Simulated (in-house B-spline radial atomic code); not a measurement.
# RPA and G0W0 on PBE: Zn2+

Configuration [Ar] 3d10, mean-field start PBE. Computed with a B-spline radial code for spherical atoms: all electrons, non-relativistic, point nucleus, each spin shell either full or empty, empty states to l = 9 with an (l + 1/2)⁻⁴ tail; G0W0 by contour deformation at full frequency.

Command:
```bash
python run_gw.py task.json out
```
Settings (radii: box in bohr, nucleus in fm):
```
Z                        30
electrons                28
configuration            [Ar] 3d10
hamiltonian              nr
method                   pbe,pbe
lmax                     9
spin_polarised           False
box_radius               17.55
intervals                52
```

Cost of the run: 1.9 s on 1 thread of Arm Neoverse N1 (shared host).

Energies (hartree):

| term | value |
| --- | --- |
| mean-field total | -1778.16301 |
| Hartree-Fock functional on these orbitals | -1776.92981 |
| direct second order | -2.6458 |
| second-order exchange | 0.74814 |
| SOSEX correction | 0.66446 |

(1) What is the RPA correlation energy, and what remains with SOSEX?

Quasi-particle levels (eV):

```tsv
level	occupied	mean field	Σx - vxc	Σc	QP weight	G0W0
3d	yes	-31.08	-12.19	?	?	?
4s	no	-22.591	6.25	-1.58	0.968	-17.920
```

G0W0 = mean field + (Σx - vxc) + Σc, with Σc (partial-wave tail included) taken at the quasi-particle energy. Only the outer levels were computed. Levels of low weight are left out.

(2) Where does G0W0 put 3d?

Answers

(1) RPA gives -2.1489 hartree (-2.09 eV per electron); RPA + SOSEX gives -1.4845, and the second-order doubles -1.8976 hartree (no singles). SOSEX takes back 31 % of the RPA value.

(2) At -39.98 eV, with Σc = 3.29 eV and a quasi-particle weight of 0.770. The tabulated removal energy is 39.723 eV (NIST, measured); the calculation leaves out relativity, Breit and QED terms, and what these don't explain is the method's own error.
